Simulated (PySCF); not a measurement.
C₅H₉ClN₂Si.
Geometry (GFN2-xTB, Å), atoms numbered from 1 in this order:
```
atom  x, y, z in Å
C1     2.689   -1.132    0.294
C2     1.458   -0.688    0.471
C3     1.068    0.747    0.479
Si4    0.161    1.201   -1.146
Cl5   -0.705    3.023   -0.857
N6    -1.066    0.137   -1.699
C7    -1.928   -0.590   -1.132
N8    -2.021   -0.876    0.180
C9    -2.413   -0.241    1.180
H10    3.520   -0.458    0.164
H11    2.920   -2.183    0.274
H12    0.641   -1.388    0.589
H13    1.956    1.370    0.593
H14    0.415    0.945    1.332
H15    1.079    1.284   -2.273
H16   -2.597   -1.194   -1.750
H17   -2.282   -0.685    2.159
H18   -2.902    0.733    1.130
```

Computed at PBE0/pcSseg-1 (PySCF, non-relativistic), with Q(35Cl) = −0.0817 b, Q(14N) = 0.02044 b: Cl5, 35Cl (I = 3/2): χzz = -38.35 MHz, η = 0.046; N6, 14N (I = 1): χzz = -4.061 MHz, η = 0.249; N8, 14N (I = 1): χzz = -4.691 MHz, η = 0.468.

(1) Where would the pure quadrupole (NQR) lines of 35Cl at Cl5 fall for the rigid, isolated species?

(2) Find the zero-field quadrupole resonance frequencies of 14N at N6.

(3) Find the zero-field quadrupole resonance frequencies of 14N at N8.

(4) Apply the simplest Townes–Dailey estimate (no s hybridisation, no π bonding), ionic character = 1 − χzz/χ0, where χ0 is the coupling for one missing p electron along the bond: −109.74 MHz for 35Cl.

Answers

(1) From ν = (|χ|/2)√(1 + η²/3): ν = 19.18 MHz (silicon-bound chlorine). For 37Cl the ratio of quadrupole moments, 0.7881, gives 15.12 MHz.

(2) From ν± = (3/4)|χ|(1 ± η/3) and ν0 = |χ|η/2: ν+ 3.299 MHz, ν− 2.792 MHz, ν0 0.506 MHz (C=N nitrogen).

(3) From ν± = (3/4)|χ|(1 ± η/3) and ν0 = |χ|η/2: ν+ 4.067 MHz, ν− 2.970 MHz, ν0 1.097 MHz (imine nitrogen).

(4) Cl5 on Si4: 1 − (-38.35)/(-109.74) = 0.65. In this model a purely covalent bond gives χ0 and a free halide ion gives zero; s hybridisation or π bonding, where present, is counted here as ionic character.

In a crystal, neighbours and librations shift these lines. GFN2-xTB bond lengths can be off by several hundredths of an ångström, more for odd bonds, and the gradients follow them. The small basis limits the accuracy of the gradients.

These values come from a run that also computed NMR shieldings. On one thread, Intel Xeon at 2.70 GHz (x86_64) (shared host), this took 95 s of wall time and 0.96 GiB of memory at its peak.

One conformer stands for the species.
